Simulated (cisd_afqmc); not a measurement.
Input (AFQMC/CISD/aug-cc-pVDZ; cisd_afqmc is a phaseless AFQMC code with CISD trial states that reads the integrals written by Ansatz):

Ansatz 0.2 input:
```python
import cisd_afqmc

open("ham.yaml", "w").write("""\
crystal:
  periodic: [false, false, false]
  atoms:
    - {symbol: B, position_ang: [0.14414957, -0.00616732, -0.00768719]}
    - {symbol: H, position_ang: [-0.40731316, -1.05719127, -0.00044344]}
    - {symbol: H, position_ang: [-0.31343467, 1.08802789, 0.03887940]}
basis:
  gaussian:
    orbitals: aug-cc-pVDZ
magnetization: {spin_polarized: true, initial_magnetization: 1}
correlation: {method: ccsd, electrons: outside_noble_gas, hamiltonian_folder: ham}
""")
rep = cisd_afqmc.ansatz("ham.yaml")
e_ccsd = rep["correlation"]["coupled_cluster"]["energy"]["hartree"]
out = cisd_afqmc.run("ham", e_ccsd, trial="CISD", walkers=200, populations=8, threads=8, dt=0.005, steps=40, early=24, settle=10, least=32,
    cut=5e-5, rank_cut=2e-4, target=0.0004, seconds=1500, seed=1, memory=17280, gpu=False)
```

Output:

```
orbitals 40, occupied [3, 2], factors 181 of 396, rank of the doubles 75 of 187
E(HF) = -25.753666
E(CCSD) on the cut factors = -25.842417, shift to the whole factors -0.000006
Energy of the trial state on the determinant = -25.842334
  tau behind 7.2 of longer steps, mean of the populations' last blocks
   2.0  -25.84408
   4.0  -25.84416
   6.0  -25.84414
   8.0  -25.84419
blocks 393 (4 outliers left out), error by blocks joined: 1: 0.00002, 2: 0.00003, 4: 0.00004, 8: 0.00004, 16: 0.00005
E(AFQMC/CISD) = -25.84417 +/- 0.00005
```
